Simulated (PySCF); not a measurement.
CH₆GeOSi, SMILES [CH2]1O[SiH2][GeH2]1. Geometry optimised at PBE-D3(BJ)/def2-SVP. The structure was generated by enumeration, and PubChem lists no compound with its InChIKey, so it may never have been made.

Computed equilibrium geometry at PBE-D3(BJ)/def2-SVP (PySCF confirms it by a frequency run) as a Z-matrix, and its point group:
point group Cs.
```
Ge
H 1 1.5529
H 1 1.5529 2 109.06
C 1 2.0327 2 115.46 3 131.94
H 4 1.1118 1 113.06 2 -2.70
H 4 1.1118 5 108.26 1 126.07
O 4 1.4413 5 110.66 6 121.44
Si 7 1.7111 4 108.05 5 120.00
H 8 1.5071 7 112.41 4 119.12
H 8 1.5071 9 107.73 7 -124.38
```
